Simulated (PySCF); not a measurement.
CH₉AlO₂Si₂, triplet, at the geometry of the source list (a higher spin typed on purpose: for a closed-shell molecule this is an excited state); HF/STO-3G run with PySCF.

PySCF was given this input:
```python
from pyscf import gto, scf

mol = gto.M(
    atom='''
Al    0.233200    0.341400    0.330500
C     1.062400    1.710500    1.504600
H     1.718800    1.275400    2.256400
H     0.288800    2.282900    2.017200
H     1.643600    2.424700    0.920000
O    -0.892300    0.821200   -0.819400
Si   -1.968600    1.221900   -1.971500
H    -3.294700    0.889700   -1.445500
H    -1.650000    0.459900   -3.184500
H    -1.815700    2.663100   -2.189200
O     0.607800   -1.293600    0.447100
Si    0.946900   -2.881100    0.516100
H    -0.285100   -3.571500    0.904000
H     1.993500   -3.053900    1.525600
H     1.411400   -3.290800   -0.811400
''',
    basis='sto-3g',
    charge=0,
    spin=2,
    verbose=4,
)

mf = scf.UHF(mol)
mf.kernel()
mo_i, mo_e, stable_i, stable_e = mf.stability(internal=True, external=True, return_status=True, nroots=6, tol=1e-6)
print('internally stable:', stable_i, ' externally stable:', stable_e)
if not stable_i:
    umf = mf.copy()
    umf.scf_summary = {}
    umf.kernel(umf.make_rdm1(mo_i, mf.mo_occ))
mf.analyze()
```

Output, abridged:

```
PySCF version 2.14.0

[INPUT] verbose = 4
[INPUT] num. atoms = 15
[INPUT] num. electrons = 72
[INPUT] charge = 0
[INPUT] spin (= nelec alpha-beta = 2S) = 2
[INPUT] symmetry False subgroup None
[INPUT] Mole.unit = angstrom
[INPUT] Symbol           X                Y                Z      unit          X                Y                Z       unit  Magmom
[...]
nuclear repulsion = 414.071987970962
number of shells = 33
number of NR pGTOs = 153
number of NR cGTOs = 51
basis = sto-3g
ecp = {}

******** <class 'pyscf.scf.uhf.UHF'> ********
method = UHF
initial guess = minao
damping factor = 0
level_shift factor = 0
DIIS = <class 'pyscf.scf.diis.CDIIS'>
diis_start_cycle = 1
diis_space = 8
diis_damp = 0
SCF conv_tol = 1e-09
SCF conv_tol_grad = None
SCF max_cycles = 50
direct_scf = True
direct_scf_tol = 1e-13
number electrons alpha = 37  beta = 35
Set gradient conv threshold to 3.16228e-05
init E= -1000.31684325354

cycle= 1 E= -1000.06654975108  delta_E= 0.25  |g|= 0.549  |ddm|= 3.47

cycle= 2 E= -1000.25466529571  delta_E= -0.188  |g|= 0.369  |ddm|= 1.51

cycle= 3 E= -1000.34064232506  delta_E= -0.086  |g|= 0.0492  |ddm|= 0.534

cycle= 4 E= -1000.3449505207  delta_E= -0.00431  |g|= 0.022  |ddm|= 0.187

cycle= 5 E= -1000.34582493348  delta_E= -0.000874  |g|= 0.00903  |ddm|= 0.0785

cycle= 6 E= -1000.34607700468  delta_E= -0.000252  |g|= 0.00712  |ddm|= 0.044

cycle= 7 E= -1000.34617236332  delta_E= -9.54e-05  |g|= 0.00619  |ddm|= 0.0163

cycle= 8 E= -1000.34627262528  delta_E= -0.0001  |g|= 0.00715  |ddm|= 0.0162

cycle= 9 E= -1000.34595600789  delta_E= 0.000317  |g|= 0.00341  |ddm|= 0.0725

cycle= 10 E= -1000.34590892619  delta_E= 4.71e-05  |g|= 0.00148  |ddm|= 0.041

cycle= 11 E= -1000.3459168883  delta_E= -7.96e-06  |g|= 0.00137  |ddm|= 0.00882

cycle= 12 E= -1000.34592704241  delta_E= -1.02e-05  |g|= 0.0015  |ddm|= 0.00765

cycle= 13 E= -1000.34589150139  delta_E= 3.55e-05  |g|= 0.00114  |ddm|= 0.0294

cycle= 14 E= -1000.34585847401  delta_E= 3.3e-05  |g|= 0.000535  |ddm|= 0.0497

cycle= 15 E= -1000.34585491747  delta_E= 3.56e-06  |g|= 0.000346  |ddm|= 0.0171

cycle= 16 E= -1000.34585500464  delta_E= -8.72e-08  |g|= 0.000234  |ddm|= 0.00758

cycle= 17 E= -1000.34585541693  delta_E= -4.12e-07  |g|= 0.000203  |ddm|= 0.00262

cycle= 18 E= -1000.345855973  delta_E= -5.56e-07  |g|= 0.000184  |ddm|= 0.00358

cycle= 19 E= -1000.34585652254  delta_E= -5.5e-07  |g|= 0.000174  |ddm|= 0.00419

cycle= 20 E= -1000.34585685145  delta_E= -3.29e-07  |g|= 0.000174  |ddm|= 0.00257

cycle= 21 E= -1000.34585694248  delta_E= -9.1e-08  |g|= 0.000174  |ddm|= 0.000714

cycle= 22 E= -1000.34585654124  delta_E= 4.01e-07  |g|= 0.000173  |ddm|= 0.00316

cycle= 23 E= -1000.34585543411  delta_E= 1.11e-06  |g|= 0.000172  |ddm|= 0.00878

cycle= 24 E= -1000.3458533216  delta_E= 2.11e-06  |g|= 0.00017  |ddm|= 0.0171

cycle= 25 E= -1000.34584927293  delta_E= 4.05e-06  |g|= 0.000167  |ddm|= 0.0338

cycle= 26 E= -1000.34584640494  delta_E= 2.87e-06  |g|= 0.000165  |ddm|= 0.025

cycle= 27 E= -1000.34584176487  delta_E= 4.64e-06  |g|= 0.000163  |ddm|= 0.0419

cycle= 28 E= -1000.34584226393  delta_E= -4.99e-07  |g|= 0.000165  |ddm|= 0.0046

cycle= 29 E= -1000.34582985314  delta_E= 1.24e-05  |g|= 0.000273  |ddm|= 0.113

cycle= 30 E= -1000.34583671378  delta_E= -6.86e-06  |g|= 0.000224  |ddm|= 0.0614

cycle= 31 E= -1000.34584265961  delta_E= -5.95e-06  |g|= 0.000234  |ddm|= 0.0537

cycle= 32 E= -1000.34584237518  delta_E= 2.84e-07  |g|= 0.000308  |ddm|= 0.00344

cycle= 33 E= -1000.34584144353  delta_E= 9.32e-07  |g|= 0.000277  |ddm|= 0.00895

cycle= 34 E= -1000.34584242957  delta_E= -9.86e-07  |g|= 0.00027  |ddm|= 0.00894

cycle= 35 E= -1000.34583962044  delta_E= 2.81e-06  |g|= 0.000288  |ddm|= 0.0262

cycle= 36 E= -1000.34585616536  delta_E= -1.65e-05  |g|= 0.00039  |ddm|= 0.144

cycle= 37 E= -1000.3458452559  delta_E= 1.09e-05  |g|= 0.000426  |ddm|= 0.0942

cycle= 38 E= -1000.34583491807  delta_E= 1.03e-05  |g|= 0.000249  |ddm|= 0.0926

[...]
SCF not converged.
<class 'pyscf.scf.uhf.UHF'> wavefunction has an internal instability
<class 'pyscf.scf.uhf.UHF'> wavefunction is stable in the real -> complex stability analysis
<class 'pyscf.scf.uhf.UHF'> wavefunction has an UHF/UKS -> GHF/GKS instability
internally stable: False  externally stable: False
converged SCF energy = -1000.42500022953  <S^2> = 2.0099531  2S+1 = 3.0066281
Total Energy =                       -1000.345916954750010
[...]
Two-electron Coulomb Energy =          892.437175550036841
DFT Exchange-Correlation Energy =      -84.635267628315319
**** MO energy ****
                             alpha | beta                alpha | beta
[...]
To work with the spin densities directly, `use mulliken_meta_spin()` only printing them here.

 ** Mulliken spin pop alpha/beta on meta-lowdin orthogonal AOs **
 ** Mulliken Spin Density (per AO)  **
spin_pop of  0 Al 1s        0.00000
spin_pop of  0 Al 2s        0.00009
spin_pop of  0 Al 3s        0.51775
spin_pop of  0 Al 2px      -0.00013
spin_pop of  0 Al 2py      -0.00011
spin_pop of  0 Al 2pz      -0.00017
spin_pop of  0 Al 3px       0.02148
spin_pop of  0 Al 3py      -0.02745
spin_pop of  0 Al 3pz      -0.01878
spin_pop of  1 C 1s       -0.00001
spin_pop of  1 C 2s        0.15115
spin_pop of  1 C 2px       0.13880
spin_pop of  1 C 2py       0.33387
spin_pop of  1 C 2pz       0.24126
spin_pop of  2 H 1s       -0.03650
spin_pop of  3 H 1s       -0.03514
spin_pop of  4 H 1s       -0.03910
spin_pop of  5 O 1s        0.00001
spin_pop of  5 O 2s        0.06836
spin_pop of  5 O 2px       0.02908
spin_pop of  5 O 2py       0.13456
spin_pop of  5 O 2pz       0.07191
spin_pop of  6 Si 1s        0.00000
spin_pop of  6 Si 2s        0.00000
spin_pop of  6 Si 3s        0.01362
spin_pop of  6 Si 2px       0.00001
spin_pop of  6 Si 2py      -0.00000
spin_pop of  6 Si 2pz       0.00002
spin_pop of  6 Si 3px       0.02398
spin_pop of  6 Si 3py       0.00156
spin_pop of  6 Si 3pz       0.02893
spin_pop of  7 H 1s       -0.00006
spin_pop of  8 H 1s        0.00729
spin_pop of  9 H 1s       -0.00182
spin_pop of  10 O 1s        0.00001
spin_pop of  10 O 2s        0.07239
spin_pop of  10 O 2px       0.04245
spin_pop of  10 O 2py       0.07715
spin_pop of  10 O 2pz       0.10475
spin_pop of  11 Si 1s        0.00000
spin_pop of  11 Si 2s        0.00000
spin_pop of  11 Si 3s        0.01511
spin_pop of  11 Si 2px      -0.00000
spin_pop of  11 Si 2py       0.00004
spin_pop of  11 Si 2pz      -0.00001
spin_pop of  11 Si 3px       0.00323
spin_pop of  11 Si 3py       0.05766
spin_pop of  11 Si 3pz      -0.00173
spin_pop of  12 H 1s        0.00238
spin_pop of  13 H 1s       -0.00149
spin_pop of  14 H 1s        0.00357
 ** Mulliken Spin Density (per atom)  **
spin density of  0 Al =      0.49268
spin density of  1 C =      0.86508
spin density of  2 H =     -0.03650
spin density of  3 H =     -0.03514
spin density of  4 H =     -0.03910
spin density of  5 O =      0.30393
spin density of  6 Si =      0.06811
spin density of  7 H =     -0.00006
spin density of  8 H =      0.00729
spin density of  9 H =     -0.00182
spin density of  10 O =      0.29675
spin density of  11 Si =      0.07430
spin density of  12 H =      0.00238
spin density of  13 H =     -0.00149
spin density of  14 H =      0.00357
 ** Mulliken pop alpha/beta on meta-lowdin orthogonal AOs **
 ** Mulliken pop       alpha | beta **
In total            37.00000 | 35.00000
 ** Mulliken atomic charges   ( Nelec_alpha | Nelec_beta ) **
charge of  0Al =      0.55993  (     6.46638      5.97369 )
charge of  1C =     -0.14820  (     3.50664      2.64156 )
charge of  2H =      0.03531  (     0.46410      0.50060 )
charge of  3H =      0.03121  (     0.46683      0.50196 )
charge of  4H =      0.03634  (     0.46228      0.50138 )
charge of  5O =     -0.45295  (     4.37844      4.07451 )
charge of  6Si =      0.69485  (     6.68663      6.61852 )
charge of  7H =     -0.16655  (     0.58325      0.58330 )
charge of  8H =     -0.15918  (     0.58324      0.57595 )
charge of  9H =     -0.16655  (     0.58236      0.58418 )
charge of  10O =     -0.45716  (     4.37696      4.08020 )
charge of  11Si =      0.69163  (     6.69133      6.61703 )
charge of  12H =     -0.16750  (     0.58494      0.58256 )
charge of  13H =     -0.16825  (     0.58338      0.58487 )
charge of  14H =     -0.16293  (     0.58325      0.57968 )
Dipole moment(X, Y, Z, Debye):  0.17756,  1.06756,  1.09999
```

Convergence was not reached.
